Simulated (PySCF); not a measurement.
Electron correlation in Ga (gallium, neutral)

[Ar] 3d10 4s2 5s1, 2S determinant (an excited configuration). Computed with PySCF 2.14 in aug-cc-pVTZ-PP with ECP10MDF (6s5p4d2f, 55 functions), with a scalar-relativistic core potential. Frozen: 3s2 3p6 3d10; 3 electrons correlated.

| level | correlation energy (mhartree) |
| --- | --- |
| CCSD | -43.01 |
| (T) | -0.64 |
| CCSD(T) | -43.65 |
| CCSDT | -43.90 |

Diagnostics: T1 = 0.017, D1 = 0.0416, largest double amplitude 0.082.

Task: Is a single reference adequate?

Result: Mostly. T1 lies below 0.03, but a double amplitude of this size points to a near-degeneracy that CCSD handles and MP2 describes poorly.
